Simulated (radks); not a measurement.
Results of a calculation; reference values are marked as such.
Task: Numerical settings for neutral dysprosium, [Xe] 4f10 6s2. Level of theory: Dirac Kohn-Sham, BLYP, spin-unpolarised, spherical densities, finite nucleus; open shells are shared between the two j in proportion to 2j + 1; Fermi nuclear charge, rms radius 5.2218 fm (a radial shooting solver on a logarithmic mesh with Libxc functionals). The defaults (mesh step 0.008 in ln r, mesh end at 40 bohr or more with all orbitals vanishing there, Anderson mixing 0.5 over 9 steps, residual threshold near 1e-9 with the energy settled to 1e-9 hartree or 1e-11 of itself, here a cap of 62 iterations) give E = -12167.9905 hartree and 4f7/2 at -2.499 eV in 17 iterations. Run on one thread of a shared host, so times are rough (Intel(R) Xeon(R) Platinum 8559C): 0.16 s of CPU time, 0.16 s wall, 17 iterations on 2440 mesh points. One setting is changed at a time: mesh step in ln r 0.2; mesh step in ln r 0.02; mesh step in ln r 0.003; mesh end (bohr) 3; mesh end (bohr) 20; residual threshold 0.01; residual threshold 0.1; mixing 1; linear mixing, mixing 1; linear mixing, mixing 0.05; mixing history 20; iteration cap 5. Which runs fail to converge, and which converge to a wrong energy?

Result: Not converged within the cap: mesh step in ln r 0.2; linear mixing, mixing 1; linear mixing, mixing 0.05; iteration cap 5. Settled on a wrong energy, with an occupied level pushed above zero by the early mesh end: mesh end (bohr) 3 (+3.41 hartree). Apart from these: no run marked as converged misses the energy by more than 1 mhartree.
